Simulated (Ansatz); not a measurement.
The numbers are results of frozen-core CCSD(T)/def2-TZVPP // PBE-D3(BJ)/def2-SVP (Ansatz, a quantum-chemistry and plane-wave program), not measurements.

Ansatz 0.2 input:
```yaml
crystal:
  periodic: [false, false, false]
  atoms:
    - { symbol: Nb, position_ang: [-0.019829, -0.011432, -0.020737] }
    - { symbol: O, position_ang: [0.013558, 1.006489, -1.631615] }
    - { symbol: H, position_ang: [0.413228, 1.788712, -2.042804] }
    - { symbol: O, position_ang: [0.222535, -0.742102, 1.722578] }
    - { symbol: H, position_ang: [0.698264, -0.61056, 2.557461] }
    - { symbol: N, position_ang: [-1.360728, -1.360533, -0.640559] }
    - { symbol: H, position_ang: [-1.799013, -1.367612, -1.566605] }
    - { symbol: H, position_ang: [-1.706561, -2.143584, -0.077576] }
    - { symbol: N, position_ang: [1.946906, -0.373828, -0.332697] }
    - { symbol: H, position_ang: [2.546247, -0.91743, 0.294281] }
    - { symbol: H, position_ang: [2.452704, -0.143836, -1.192408] }
    - { symbol: N, position_ang: [-0.673171, 1.67115, 0.896915] }
    - { symbol: H, position_ang: [-0.873578, 1.749279, 1.897694] }
    - { symbol: H, position_ang: [-0.967595, 2.522995, 0.411618] }
basis:
  gaussian: { orbitals: def2-TZVPP }
correlation:
  method: ccsd_t
```

Output:

```
Functional definition: HF
2002 factors; integrals over basis functions are off by at most 8.8e-4 eV
mean field evaluation 1: about -10175.9970 eV, gradient 8.2e1 eV
mean field evaluation 2: about -10176.2148 eV, gradient 8.2e1 eV
mean field evaluation 4: about -10187.9852 eV, gradient 8.2e0 eV
mean field evaluation 8: about -10188.1814 eV, gradient 6.4e-1 eV
mean field evaluation 16: about -10188.1826 eV, gradient 2.8e-6 eV
mean field -10188.18256209 eV, -374.4088033587 hartree, gradient 2.8e-6 eV, S^2 0.000000; 0 other end points of the search recorded, 0 dependent functions left out
5 core orbitals not correlated
reference -10188.18256209 eV, -374.4088033587 hartree; 24, 24 occupied and 294, 294 virtual orbitals, 2002 factors
second order -44.12963420 eV of doubles, -0.00000000 eV of singles
cycle   1  -42.50203118 eV  change     1.6e0 eV  update   2.3e-1
cycle   2  -43.72910946 eV  change    -1.2e0 eV  update   1.1e-1
cycle   3  -44.09629643 eV  change   -3.7e-1 eV  update   4.4e-2
cycle   4  -44.10110760 eV  change   -4.8e-3 eV  update   1.7e-2
cycle   5  -44.08046312 eV  change    2.1e-2 eV  update   6.8e-3
cycle   6  -44.08160827 eV  change   -1.1e-3 eV  update   2.8e-3
cycle   7  -44.08272585 eV  change   -1.1e-3 eV  update   1.0e-3
cycle   8  -44.08202201 eV  change    7.0e-4 eV  update   3.7e-4
cycle   9  -44.08215871 eV  change   -1.4e-4 eV  update   1.1e-4
cycle  10  -44.08232309 eV  change   -1.6e-4 eV  update   5.7e-5
cycle  11  -44.08219046 eV  change    1.3e-4 eV  update   2.4e-5
cycle  12  -44.08218789 eV  change    2.6e-6 eV  update   1.5e-5
perturbative correction -2.09381172 eV, -0.0769461617 hartree
Total energy: -10234.35856171 eV, -376.1057400454 hartree
```

Cost: very roughly 90 core-minutes.
